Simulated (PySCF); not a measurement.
# Zirconium: a sound run and one with changed settings

Sound run: Zr+ [Kr] 4d2 5s1, Zr(2+) [Kr] 4d2. Calculation: PySCF 2.14, in aug-cc-pVDZ-PP with ECP28MDF; scalar relativity through the core potential. In the sound run the correlated levels freeze 4s2 4p6 outside the core potential. The sound run starts from symmetry-adapted Hartree-Fock orbitals and uses a fine grid where one is needed.

Changed run: all electrons correlated in a basis built for the valence shell.

| species | method | sound run (hartree) | changed run (hartree) | converged |
| --- | --- | --- | --- | --- |
| Zr+ | MP2 | -46.11944 | -46.26552 | yes |
| Zr(2+) | MP2 | -45.66219 | -45.78986 | yes |

Ionisation energy of Zr+:

| method | sound run (eV) | changed run (eV) |
| --- | --- | --- |
| UHF | 12.254 | 12.254 |
| MP2 | 12.442 | 12.943 |
| SCS-MP2 | 12.317 | 12.758 |

A valence basis has no tight correlating functions, so it recovers only part of the core correlation, and not evenly between atom and ion.

For comparison, NIST gives 13.13 eV between the lowest levels.
